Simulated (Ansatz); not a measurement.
Compare A (`BC/C=C(/C)F`) with its isomer B (`BC/C(C)=C\F`).

Computed with Ansatz on PBE0-D4/def2-TZVP structures; ΔE is electronic, products minus reactants. CCSD(T)/CBS is the MP2 limit (def2-TZVPP, def2-QZVPP) plus CCSD(T) − MP2 in def2-TZVPP, frozen cores. Double bonds are as drawn, so ΔE can hold a change between cis and trans. DFT in def2-TZVPP. B3LYP here is the variant with VWN-RPA as its local correlation; programs differ in this. One conformer a species, not always the lowest.

A:

```xyz
14

B     1.4252    0.2572    1.1099
C     0.3898    1.4281    1.0877
C    -0.4349    0.3263    0.5005
C    -0.3490   -0.0881   -0.7732
C    -1.0108   -1.2549   -1.3927
F     0.3567    0.6262   -1.6545
H     2.2109    0.1517    0.2164
H     1.4301   -0.5288    2.0130
H    -0.0211    1.7728    2.0324
H     0.5794    2.2415    0.3928
H    -1.0506   -0.2770    1.1550
H    -1.6846   -0.9261   -2.1890
H    -0.2638   -1.9119   -1.8459
H    -1.5772   -1.8170   -0.6523
```

B:

```xyz
14

B     1.0092    0.8719    0.9168
C    -0.3590    1.2648    0.2648
C    -0.2357   -0.1012   -0.3445
C    -0.9935   -1.2392    0.2621
C     0.6158   -0.3408   -1.3497
F     1.2491    0.6283   -2.0064
H     1.0319    0.1689    1.8851
H     2.0286    1.2551    0.4294
H    -0.3258    2.0689   -0.4660
H    -1.2354    1.3266    0.9056
H    -0.8922   -1.2345    1.3490
H    -2.0579   -1.1398    0.0291
H    -0.6507   -2.2061   -0.1114
H     0.8158   -1.3228   -1.7642
```

Q: Which isomer does CCSD(T)/CBS put lower? Give the gap. (Estimate.)

A: The calculation gave: A, by 3.5 kcal/mol.

Q: Give E(B) − E(A) in kcal/mol with HF/def2-TZVPP, PBE-D4, CCSD/def2-TZVPP, ωB97M-V, r2SCAN-D4, B3LYP-D4, PBE0-D4. (Estimate.)

A: Ansatz gave: HF/def2-TZVPP 4.2, PBE-D4 4.7, CCSD/def2-TZVPP 3.5, ωB97M-V 4.1, r2SCAN-D4 5.0, B3LYP-D4 4.1, PBE0-D4 4.6. None reverses the order clearly.

Largest T1 diagnostic: 0.011.
